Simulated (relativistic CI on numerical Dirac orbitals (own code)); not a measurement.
Br¹⁸⁺: what numerical and physical settings do to a radial Dirac CI calculation

Reference input:

```
atom Br  Z=35  charge=18  electrons=17
nucleus A=79  rms_radius_fm=4.1629
hamiltonian dirac-coulomb  breit=on  qed=on  c_scale=1
orbitals kli  potential=per-configuration
slater_scale 1
correlation none
mixing on
grid step=0.0125 r_max=5.7
scf mixing=0.4 start=green max_iterations=150 tolerance=2e-08 node_fill=0.05
configurations
  [Ne] 3s2 3p5
end
```

Computed lowest total energy -2426.30577 Ha, first excitation 76632.8 cm⁻¹, 10 SCF steps. Runs with settings changed; * marks those that are bad on purpose (the QED terms keep the true α when c is scaled):

```tsv
Changed	Outcome	Lowest level	ΔE (Ha)	First excitation (cm⁻¹)	SCF steps	Message
nuclear radius 3.7466 fm	converged	3p5 2P°_3/2	-0.0037	76632.9	10	
QED terms off, node fill of the KLI weights 0.01	converged	3p5 2P°_3/2	-0.871	76436.2	10	
iteration limit 20, Breit term off, QED terms off	converged	3p5 2P°_3/2	-2.13	77982.1	10	
speed of light × 0.8, end of the grid at 8.55 bohr, SCF mixing 0.7	converged	3p5 2P°_3/2	-18.6	122270.9	8	
end of the grid at 0.85 bohr *	not converged				10	orbital 2s not found
node fill of the KLI weights 5 *	converged	3p5 2P°_3/2	0.138	77307.2	10
```
